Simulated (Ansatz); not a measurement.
Correlation energies of `OCN[SiH2]O` by basis set

Cartesian coordinates in Å:
```
O -0.180 1.163 1.234
C 0.004 -0.257 1.279
N 0.695 -0.690 0.118
Si -0.043 -0.459 -1.428
O -0.085 1.107 -1.930
H -0.706 1.432 1.993
H -0.977 -0.748 1.315
H 0.566 -0.532 2.180
H 1.692 -0.541 0.179
H 0.737 -1.192 -2.448
H -1.417 -1.006 -1.270
H -0.286 1.725 -1.221
```

Charge 0, multiplicity 1. The structure was optimised at the PBE0-D4/def2-TZVP level. It is one conformer, not always the lowest. Frozen core, restricted reference, the Gaussian-basis code of Ansatz. CBS rows extrapolate triple and quadruple zeta; past MP2 they add the triple-zeta difference.

```
     basis     HF (Eh)  MP2 corr.  CCSD corr.       (T)  CCSD(T) total
def2-TZVPP           ?   -0.99113           ?  -0.03750              ?
def2-QZVPP  -535.26452          ?           –         –              –
 CBS(def2)  -535.26747   -1.12263           ?     as TZ              ?
```

Fill in the withheld values. (An estimate is asked.)

The calculation gave: def2-TZVPP HF (Eh): -535.24311; def2-TZVPP CCSD corr.: -1.02509; def2-TZVPP CCSD(T) total: -536.30570; def2-QZVPP MP2 corr.: -1.06667; CBS(def2) CCSD corr.: -1.15658; CBS(def2) CCSD(T) total: -536.46155.
